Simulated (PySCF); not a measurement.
Computed vibrations of [LaCl2]+

[LaCl2]+ (singlet). PySCF 2.14.0, RKS PBE0, La def2-SVP with ECP46, Cl def2-SVP; non-relativistic Hamiltonian with scalar-relativistic core potentials where named; density fitting; no spin-orbit coupling. Central differences of gradients.

```xyz
3

La    0.0000    0.0000   -0.4920
Cl    2.0309    0.0000    0.9772
Cl   -2.0309    0.0000    0.9772
```

Run from Python with OMP_NUM_THREADS=2. Where DIIS fails, smearing, a level shift and second-order steps follow.
It took 9.5 s on 2 threads of Arm Neoverse V1, with other jobs on the host.

**Question.** What are the harmonic wavenumbers and infrared intensities?

**Answer.** Modes are labelled in C2v; negative numbers are unstable modes, those under 60 cm⁻¹ near the noise; a finer grid moves soft modes by up to 10 cm⁻¹.
```
cm⁻¹  km/mol  symmetry
  78     6.4        a1
 388    32.5        a1
 391   113.7        b2
```

**Question.** Is this a minimum?

**Answer.** Yes. Ideal gas at 298.15 K and 1 bar: S = 310.6 J/(mol K), Cp = 54.0 J/(mol K), H − H(0 K) = 13.6 kJ/mol (rigid rotor, harmonic modes, spin degeneracy alone).
